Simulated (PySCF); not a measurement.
# Frontier orbitals and the lowest excitations

Compound: C3H6F2Si.
Numbering: `[F:1]/[CH:2]=[CH:3]\[CH2:4][SiH2:5][F:6]` (hydrogens: H7 on C2; H8 on C3; H9, H10 on C4; H11, H12 on Si5)

Structure used (GFN2-xTB), in Å, numbered top down from 1:
```xyz
12
C3H6F2Si angstrom
F      1.9525    1.5538   -0.3637
C      1.9285    0.3991    0.3378
C      0.9802   -0.5033    0.1621
C     -0.1675   -0.3532   -0.7738
Si    -1.7342    0.2070    0.1602
F     -2.0403   -0.9355    1.2569
H      2.7626    0.3268    1.0179
H      1.0174   -1.3983    0.7627
H      0.0779    0.3773   -1.5438
H     -0.3609   -1.3074   -1.2658
H     -2.8987    0.2170   -0.7120
H     -1.5162    1.4159    0.9355
```

Method used: PySCF, TDDFT CAM-B3LYP/def2-SVPD, vertical, gas phase, core orbitals frozen in the response.

Frontier orbitals with the atoms that hold most of them (Löwdin shares over 4%, at most four atoms; ? is withheld):

```csv
orbital,ε (eV),atoms
LUMO+2,1.52,"Si5 19%, C3 18%, C2 16%, H11 9%"
LUMO+1,1.23,"Si5 22%, C2 16%, C4 12%, F1 8%"
LUMO,0.83,?
HOMO,-8.62,?
HOMO-1,-11.19,"Si5 32%, H12 21%, H11 21%, F6 16%"
HOMO-2,-11.32,"C4 27%, Si5 18%, C3 14%, F6 13%"
HOMO-3,-12.30,"C4 27%, C3 18%, F1 14%, H9 13%"
```

(1) Give the leading atoms of the HOMO.

(2) Give the leading atoms of the LUMO.

(3) The HOMO–LUMO gap is 9.45 eV. Where does the response calculation put the lowest singlet, and from which orbitals?

(4) One configuration dominates each of S1, S2 and S7. Which, and how do the shares of the two leading atoms of either orbital change from the occupied to the empty one?

Answers

(1) C2 (bonded to C, F and H) 29%; C3 (bonded to 2 C and H) 29%; F1 (bonded to C) 12%; C4 (bonded to C, Si and 2 H) 12%. By element: carbon 70%, fluorine 12% or more.

(2) Si5 (bonded to C, F and 2 H) 30%; C2 (bonded to C, F and H) 12%; C3 (bonded to 2 C and H) 11%; H11 (bonded to Si) 10%. By element: silicon 30%, carbon 23% or more, hydrogen 10% or more.

(3) S1 is at 6.64 eV (f = 0.168), 2.81 eV below the gap, made of HOMO→LUMO (88%). 

(4) 
- S1 (6.64 eV, f 0.168), HOMO→LUMO (88%): C2 29% → 12%, C3 29% → 11%, Si5 at most 12% → 30%
- S2 (6.76 eV, f 0.017), HOMO→LUMO+1 (83%): C2 29% → 16%, C3 29% → at most 9%, Si5 at most 12% → 22%
- S7 (8.35 eV, f 0.014), HOMO-1→LUMO (80%): Si5 32% → 30%, H12 21% → at most 10%, C2 at most 11% → 12%

Löwdin shares depend on the basis, the more so with diffuse functions.

One conformer stands for the species.
